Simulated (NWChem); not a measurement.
# Basis-set convergence for disulfane (H2S2)

SMILES: SS
```xyz
4

S      0.9287     0.4892     0.0555
S     -0.9287    -0.4892     0.0555
H      1.5461    -0.2679    -0.8883
H     -1.5461     0.2679    -0.8883
```
Charge 0, spin multiplicity 1.

Everything below was run with NWChem. Structure: optimised with B3LYP/def2-SVP, a minimum by its harmonic frequencies. It is one conformer; others weren't searched.

Quantity: dipole moment at the level B3LYP.

B3LYP has NWChem's definition, with VWN1-RPA local correlation. The Pople sets run with spherical d functions.

In aug-cc-pVTZ the value is 1.11 D. Among STO-3G, 3-21G, pcseg-1, 6-31+G*, 6-311G**, aug-cc-pVDZ, aug-pcseg-1, cc-pVTZ, pcseg-2, which is the smallest basis within 0.03 D of it?

No smaller set comes that close. aug-cc-pVTZ isn't the basis-set limit itself, and a small set can land close by cancellation.

```
basis        functions  dipole moment (D)
-----------  ---------  -----------------
STO-3G              20               1.06
3-21G               30               1.91
pcseg-1             46               1.51
6-31+G*             48               1.52
6-311G**            64               1.49
aug-cc-pVDZ         72               1.16
aug-pcseg-1         72               1.17
cc-pVTZ             96               1.19
pcseg-2             96               1.30
aug-cc-pVTZ        146               1.11
```
